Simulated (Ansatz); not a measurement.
A run on `F[SiH2]B[SiH3]` with other settings.

```yaml
crystal:
  periodic: [false, false, false]
  atoms:
    - {symbol: F, position_ang: [-2.277437, 0.711197, -0.107926]}
    - {symbol: Si, position_ang: [-0.884402, 1.459100, -0.908163]}
    - {symbol: B, position_ang: [0.739111, 0.175396, -0.869322]}
    - {symbol: Si, position_ang: [0.799376, -1.203484, 0.944250]}
    - {symbol: H, position_ang: [-1.108156, 1.255792, -2.184429]}
    - {symbol: H, position_ang: [-0.528507, 3.003656, -0.470925]}
    - {symbol: H, position_ang: [1.382699, 0.139640, -1.156461]}
    - {symbol: H, position_ang: [-0.078150, -2.656062, 0.225885]}
    - {symbol: H, position_ang: [-0.106542, -1.140952, 1.860168]}
    - {symbol: H, position_ang: [2.116913, -1.809553, 1.455833]}
basis:
  gaussian: {orbitals: def2-TZVP}
total_charge: 1
magnetization: {spin_polarized: true, initial_magnetization: 1}
hamiltonian: {xc: {name: wB97}}
scf: {lower_state_search: off}
output: {forces: true}
```

```sh
$ ansatz run in.yaml --threads 2 --pin off --events-out ev --progress --plain --max-ram 4352MiB
```

Shortened log:

```
Functional definition: wB97
1093 factors; their error is unknown
435 factors; integrals over basis functions are off by at most 2.2e-5 eV
mean field evaluation 1: about -19220.3477 eV, gradient 4.5e1 eV
mean field evaluation 2: about -19209.3942 eV, gradient 7.5e1 eV
mean field evaluation 4: about -19227.1286 eV, gradient 1.6e0 eV
mean field evaluation 8: about -19227.1836 eV, gradient 1.4e-1 eV
mean field evaluation 16: about -19227.1678 eV, gradient 8.2e-3 eV
mean field -19227.16776384 eV, -706.5853826787 hartree, gradient 6.2e-6 eV, S^2 0.768765; 0 other end points of the search recorded, 0 dependent functions left out
reference -19227.16775061 eV, -706.5853821925 hartree; 24, 23 occupied and 148, 149 virtual orbitals, 1093 factors
Total energy: -19227.16775061 eV, -706.5853821925 hartree
Atom 0 at    -2.277437     0.711197    -0.107926 Å, force     3.436820     1.780976    -1.456952 eV/Å
Atom 1 at    -0.884402     1.459100    -0.908163 Å, force    -2.086238     0.548684     6.037703 eV/Å
Atom 2 at     0.739111     0.175396    -0.869322 Å, force   -43.937366     2.542843    21.546301 eV/Å
Atom 3 at     0.799376    -1.203484     0.944250 Å, force     2.052312    -4.303497    -4.103553 eV/Å
Atom 4 at    -1.108156     1.255792    -2.184429 Å, force    -0.803882    -0.446012    -4.482730 eV/Å
Atom 5 at    -0.528507     3.003656    -0.470925 Å, force    -0.451174    -2.416075    -0.385167 eV/Å
Atom 6 at     1.382699     0.139640    -1.156461 Å, force    44.297436    -2.709463   -20.608004 eV/Å
Atom 7 at    -0.078150    -2.656062     0.225885 Å, force     1.477690     2.455704     0.134063 eV/Å
Atom 8 at    -0.106542    -1.140952     1.860168 Å, force    -3.482361     1.402522     3.954589 eV/Å
Atom 9 at     2.116913    -1.809553     1.455833 Å, force    -0.503238     1.144318    -0.636251 eV/Å
Dipole moment:     1.074021    -0.052157    -0.143499 e Å
Checks for a lower state left out: stability, starts, cluster_reference, orbital_swaps, neighbouring_geometries, increment
```

Hardware: 2 threads of an Arm Neoverse V2 on a shared host. Wall time 12 s, peak host memory 0.41 GiB.
